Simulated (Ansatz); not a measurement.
Calculated with Ansatz (gas phase, PBE0-D4/def2-TZVP geometries, no zero-point term in ΔE). CCSD(T)/CBS is the MP2 limit (def2-TZVPP, def2-QZVPP) plus CCSD(T) − MP2 in def2-TZVPP, frozen cores. DFT in def2-TZVPP. def2 core potentials past Kr. For Sn outer-core shells are correlated without core-valence functions, which leaves a few kJ/mol of doubt a bond. One conformer a species, not always the lowest.

Consider the ligand exchange at the Si–C bond: `C#CC(=O)[SiH3]` + `C[S][Sn][OH]` → `C[S][Sn][O][SiH3]` + `C#CC=O`.

`C#CC(=O)[SiH3]`:

```xyz
9

C    -0.871   -0.806    2.078
C    -0.104   -0.230    1.352
C     0.727    0.420    0.360
O     1.734    1.026    0.651
Si    0.127    0.259   -1.469
H    -1.532   -1.308    2.746
H     1.085    0.986   -2.332
H    -1.237    0.838   -1.568
H     0.071   -1.184   -1.818
```

`C[S][Sn][OH]`:

```xyz
8

C     0.466    0.469    0.884
S     1.076    1.074   -0.713
Sn   -0.169   -0.174   -2.400
O    -1.281   -1.286   -1.196
H    -0.601    0.662    1.001
H     0.998    1.015    1.663
H     0.671   -0.594    1.011
H    -1.160   -1.166   -0.250
```

`C[S][Sn][O][SiH3]`:

```xyz
11

C    -1.829   -0.675   -1.175
S    -1.735   -2.126   -0.090
Sn    0.162   -1.761    1.357
O     0.667    0.008    0.592
Si    1.803    1.155    0.821
H    -1.031    0.029   -0.946
H    -1.743   -1.009   -2.208
H    -2.797   -0.197   -1.030
H     1.163    2.449    1.182
H     2.741    0.778    1.921
H     2.599    1.348   -0.422
```

`C#CC=O`:

Cartesian coordinates in Å:
```
C -0.917 0.326 -1.184
C -0.217 0.048 -0.248
C 0.664 -0.239 0.859
O 0.483 -1.129 1.647
H -1.551 0.559 -2.009
H 1.538 0.435 0.934
```

```
           level  ΔE (kcal/mol)  difference from CCSD(T)/CBS
     LDA (SPW92)          -25.3                          4.7
       revPBE-D4          -24.9                          5.1
    CAM-B3LYP-D4          -30.7                         -0.7
         ωB97M-V          -29.2                          0.8
          B2PLYP          -30.4                         -0.4
        PBE-QIDH          -30.1                         -0.1
            BLYP          -27.6                          2.4
          r2SCAN          -28.5                          1.5
            PBE0          -27.6                          2.4
       CAM-B3LYP          -30.4                         -0.4
         LC-ωPBE          -28.6                          1.4
     HF/def2-SVP          -35.1                         -5.1
   CCSD/def2-SVP          -31.8                         -1.8
CCSD(T)/def2-SVP          -31.2                         -1.2
  MP2/def2-QZVPP          -31.1                         -1.1
   MP2/CBS(def2)          -30.9                         -0.9
     CCSD(T)/CBS          -30.0                            0
```

Largest T1 diagnostic among the species: 0.016.

At CCSD(T), def2-SVP lies −1.2 kcal/mol from the extrapolated value and def2-TZVPP −0.3 kcal/mol. From BLYP to BHLYP (50 % exact exchange), in def2-TZVPP and without D4, ΔE moves by −4.6 kcal/mol.
